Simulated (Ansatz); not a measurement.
Isomers of C$_{2}$H$_{6}$AlClSi, relaxed with PBE0-D4/def2-TZVP in Ansatz; electronic energies, one conformer each and not always the lowest. Functionals use def2-TZVPP; CBS adds triple-zeta CCSD(T) − MP2 to the MP2 limit of def2-TZVPP and def2-QZVPP.

Order them by energy at frozen-core CCSD(T)/CBS, lowest first. (Estimate.)
A. `C=C(Cl)[SiH2][AlH2]`
B. `[Cl][Al]1[CH2]C[SiH2]1`
C. `[AlH2][C]1(Cl)C[SiH2]1`
D. `C=[C](Cl)[AlH][SiH3]`

B (0.0 kcal/mol), D (56.9 kcal/mol), A (58.0 kcal/mol), C (68.7 kcal/mol).

How do MP2/CBS(def2), B3LYP, PBE0-D4, B2PLYP place them (kcal/mol, against `[Cl][Al]1[CH2]C[SiH2]1`)? (Best estimate.)

Ansatz gave: 
```tsv
isomer	MP2/CBS(def2)	B3LYP	PBE0-D4	B2PLYP
`C=[C](Cl)[AlH][SiH3]`	60.9	53.5	60.1	55.8
`C=C(Cl)[SiH2][AlH2]`	61.3	56.8	60.4	58.1
`[AlH2][C]1(Cl)C[SiH2]1`	68.3	68.8	70.1	68.9
```

B3LYP here is the variant with VWN-RPA as its local correlation; programs differ in this.
